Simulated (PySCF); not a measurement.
Input of a response calculation (the driver script's job line, then coordinates in Å):

```
{"job": {"kind": "uv", "xc": "CAM-B3LYP", "basis": "def2-SVPD", "nstates": 8, "ntriplets": 3}, "charge": 0, "multiplicity": 1}
B      2.196461     0.085367     0.479508
C      0.894359     0.026092    -0.328156
C     -0.008630    -1.201964    -0.214627
C     -1.445052    -0.781755    -0.512149
N     -1.641296     0.479704     0.178422
Si    -0.226232     1.419013     0.403505
H      2.344085    -0.587817     1.427186
H      3.034848     0.848161     0.181780
H      1.012469     0.288802    -1.382402
H      0.038901    -1.590178     0.803575
H      0.311434    -1.992113    -0.896885
H     -1.596505    -0.671891    -1.595551
H     -2.162596    -1.523116    -0.145558
H     -2.582643     0.833038     0.160735
H     -0.062388     1.731151     1.825897
H     -0.114812     2.646451    -0.396693
```

Its output, with some lines taken out ([cut]) and without the SCF cycles:

```
converged SCF energy = -489.0920514598

[cut]

Singlet excitations
state   eV       nm        f      main configurations
  1   5.4984    225.5   0.00974   H->L 0.84
[cut]
  3   6.0758    204.1   0.01848   H-1->L 0.59, H->L 0.10, H-3->L 0.10
[cut]
  5   6.3817    194.3   0.00747   H->L+2 0.62, H->L+3 0.22
[cut]
  7   7.2661    170.6   0.00381   H->L+5 0.54, H->L+4 0.23, H->L+6 0.08
[cut]

[cut]
```

Method: TDDFT CAM-B3LYP/def2-SVPD, vertical, gas phase, core orbitals frozen in the response (PySCF 2.14.0, density-fitted response routines). Geometry: GFN2-xTB, one conformer, isolated molecule.

Question: What stood in the cut lines?

Answer: 
```
Static polarisability (au): isotropic 80.150, principal 69.789 82.348 88.313
  2   5.9412    208.7   0.00837   H->L+1 0.76, H-1->L 0.12
  4   6.1633    201.2   0.00407   H-2->L 0.83, H-4->L 0.09
  6   7.2144    171.9   0.07903   H-3->L 0.69, H-1->L 0.17, H-4->L 0.08
  8   7.4852    165.6   0.00189   H->L+3 0.48, H->L+7 0.15, H->L+2 0.13
Triplet excitations (Tamm-Dancoff, eV): 5.1447 5.4824 5.5333
```

Question: What is the gap between the lowest singlet and the lowest triplet?

Answer: 5.4984 − 5.1447 = 0.3537 eV (full response against Tamm–Dancoff).

Question: What share of the summed oscillator strength falls to the strongest level in this window?

Answer: State 6 at 172 nm: 0.0790 of 0.1329, or 59%.

Question: Give the energy of state 7 in hartree, cm⁻¹ and kJ/mol.

Answer: 0.26702 hartree, 58605 cm⁻¹, 701.1 kJ/mol.

Question: Write the structure that the coordinates describe.

Answer: `B[C@H]1CCN[SiH2]1` (C3H10BNSi), point group C1.

H and L stand for HOMO and LUMO.

The run took 54 s wall on Arm Neoverse N1, one thread, shared host.
